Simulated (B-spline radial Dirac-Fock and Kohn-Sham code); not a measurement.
## Relativistic shifts of the levels of Sm²⁰⁺

System: the Sm²⁰⁺ ion in the configuration [Kr] 4d6.

Both columns are ΔSCF binding energies of the configuration average from a radial finite-basis atomic code: non-relativistic Hartree-Fock with a point nucleus, and Dirac-Fock with a finite nucleus and the Coulomb interaction alone, averaged over the two j levels with weights 2j+1.

```
shell  Hartree-Fock (eV)  Dirac-Fock (eV)  shift (eV)  shift (%)
   1s            44984.7          47588.6    +2603.84      +5.79
   2s             7659.8           8325.9     +666.11      +8.70
   2p             7284.1           7494.0     +209.92      +2.88
   3s             2128.4           2284.6     +156.19      +7.34
   3p             1962.6           2017.0      +54.46      +2.78
   3d             1657.0           1644.0      -13.06      -0.79
   4s              812.2            854.8      +42.54      +5.24
   4p              741.8            756.7      +14.94      +2.01
   4d              623.6            621.2       -2.35      -0.38
```

Relativity binds 1s, 2s, 2p, 3s, 3p, 4s, 4p more strongly, among those listed most of all 2s in relative terms, and 3d, 4d more weakly, because the contracted s and p shells screen the nucleus better.

Values without a named source are computed, but for edge energies of neutral atoms, which are taken from tables.
